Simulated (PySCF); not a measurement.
cyclopentanone (C$_{5}$H$_{8}$O), singlet, at a GFN2-xTB geometry; MN15/6-31G in PySCF.

Here is a job for PySCF.
```python
from pyscf import gto, scf, dft

mol = gto.M(
    atom='''
O     0.875373    1.898766   -0.357255
C     0.379596    0.823378   -0.154920
C     1.128227   -0.480617    0.028837
C     0.060338   -1.567912   -0.047546
C    -1.191630   -0.885966    0.509247
C    -1.103036    0.535259   -0.039118
H     1.925788   -0.585050   -0.705359
H     1.591314   -0.452852    1.018349
H     0.330283   -2.460898    0.513763
H    -0.104973   -1.854084   -1.087624
H    -1.149480   -0.866940    1.599588
H    -2.107439   -1.393920    0.211527
H    -1.525427    0.595767   -1.045239
H    -1.604022    1.282992    0.574040
''',
    basis='6-31g',
    charge=0,
    spin=0,
    verbose=5,
)

mf = dft.RKS(mol)
mf.xc = 'mn15'
mf.grids.atom_grid = (75, 302)
mf.kernel()
```

Output, abridged:

```
PySCF version 2.14.0

[INPUT] verbose = 5
[INPUT] max_memory = 4000
[INPUT] num. atoms = 14
[INPUT] num. electrons = 46
[INPUT] charge = 0
[INPUT] spin (= nelec alpha-beta = 2S) = 0
[INPUT] symmetry False subgroup None
[INPUT] Mole.unit = angstrom
[INPUT] Symbol           X                Y                Z      unit          X                Y                Z       unit  Magmom
[...]
[INPUT] ---------------- BASIS SET ----------------
[INPUT] l, kappa, [nprim/nctr], expnt,             c_1 c_2 ...
[INPUT] C
[...]
                                457.36951         0.0140373
                                103.94869         0.0688426
                                29.210155         0.2321844
                                9.286663          0.4679413
                                3.163927          0.362312
[...]
                                1.8812885         -0.1608542
                                0.5442493         1.1434564
[...]
                                1.8812885         0.316424
                                0.5442493         0.7443083
[...]
[INPUT] H
[...]
                                2.8253937         0.23472695
                                0.6401217         0.81375733
[...]
[INPUT] O
[...]
                                825.23495         0.0139501
                                188.04696         0.0684451
                                52.9645           0.2327143
                                16.89757          0.470193
                                5.7996353         0.3585209
[...]
                                3.5999336         -0.1480263
                                1.0137618         1.130767
[...]
                                3.5999336         0.3397528
                                1.0137618         0.7271586
[...]
nuclear repulsion = 236.852565448475
number of shells = 46
number of NR pGTOs = 164
number of NR cGTOs = 70
basis = 6-31g
ecp = {}

******** <class 'pyscf.dft.rks.RKS'> ********
method = RKS
initial guess = minao
damping factor = 0
level_shift factor = 0
DIIS = <class 'pyscf.scf.diis.CDIIS'>
diis_start_cycle = 1
diis_space = 8
diis_damp = 0
SCF conv_tol = 1e-09
SCF conv_tol_grad = None
SCF max_cycles = 50
direct_scf = True
direct_scf_tol = 1e-13
XC library pyscf.dft.libxc version 7.1.2
    S. Lehtola, C. Steigemann, M. J. T. Oliveira, and M. A. L. Marques,  SoftwareX 7, 1–5 (2018)
XC functionals = mn15
    H. S. Yu, X. He, S. L. Li, and D. G. Truhlar,  Chem. Sci. 7, 5032–5051 (2016)
[...]
 -3.77121243e-01 -3.73260877e-01 -2.79177406e-01  1.79209975e-02
  1.19143714e-01  1.54407477e-01  1.78729931e-01  1.88737200e-01
  2.01723843e-01  2.05057377e-01  2.10227433e-01  2.32037457e-01
  2.41294944e-01  2.57638420e-01  2.93296889e-01  2.93412551e-01
  3.61370939e-01  3.71603711e-01  5.48212060e-01  5.81955843e-01
  5.86943988e-01  6.17610942e-01  6.43316020e-01  6.58312391e-01
  6.75719242e-01  6.90137555e-01  6.95471582e-01  7.13696171e-01
  7.64362419e-01  7.99768769e-01  8.30591103e-01  8.47019572e-01
  8.82841728e-01  8.89157033e-01  9.25090130e-01  9.35444176e-01
  9.68321621e-01  9.76541470e-01  9.94385707e-01  9.95547916e-01
  1.01553544e+00  1.04996457e+00  1.13316174e+00  1.18967852e+00
  1.22315419e+00  1.30401696e+00  1.48355835e+00  1.65076117e+00
  1.68749529e+00  1.97822181e+00]
nelec by numeric integration = 45.99998258853448
E1 = -834.192130916133  E2 = 327.18453316885433  Ecoul = 365.6029141874144  Exc = -38.41838101856007
cycle= 10 E= -270.155032298804  delta_E= -3.05e-10  |g|= 3.99e-06  |ddm|= 7.52e-05
[...]
  mo_energy =
[-1.88249052e+01 -1.01408653e+01 -1.00533543e+01 -1.00531896e+01
 -1.00509486e+01 -1.00509216e+01 -1.10598998e+00 -8.95147846e-01
 -7.76654483e-01 -7.33130901e-01 -6.34462049e-01 -5.74721391e-01
 -5.45882215e-01 -5.05680068e-01 -4.73139192e-01 -4.71904288e-01
 -4.50775548e-01 -4.30643957e-01 -3.94470553e-01 -3.87327731e-01
 -3.77121712e-01 -3.73260602e-01 -2.79178428e-01  1.79206169e-02
  1.19143837e-01  1.54407611e-01  1.78730151e-01  1.88737292e-01
  2.01724041e-01  2.05057356e-01  2.10227615e-01  2.32037481e-01
  2.41295025e-01  2.57638565e-01  2.93297025e-01  2.93412731e-01
  3.61370605e-01  3.71603821e-01  5.48212389e-01  5.81956024e-01
  5.86944077e-01  6.17611156e-01  6.43316159e-01  6.58312565e-01
  6.75719301e-01  6.90137774e-01  6.95471650e-01  7.13696156e-01
  7.64361984e-01  7.99769024e-01  8.30591419e-01  8.47019688e-01
  8.82841972e-01  8.89157096e-01  9.25090463e-01  9.35444332e-01
  9.68321351e-01  9.76541271e-01  9.94385928e-01  9.95547992e-01
  1.01553431e+00  1.04996344e+00  1.13316182e+00  1.18967735e+00
  1.22315399e+00  1.30401706e+00  1.48355873e+00  1.65076129e+00
  1.68749556e+00  1.97822059e+00]
nelec by numeric integration = 45.9999825885075
E1 = -834.1921334237112  E2 = 327.1845356764368  Ecoul = 365.6029191139585  Exc = -38.41838343752167
Extra cycle  E= -270.155032298799  delta_E= 4.32e-12  |g|= 6.53e-06  |ddm|= 1.18e-05
converged SCF energy = -270.155032298799
```
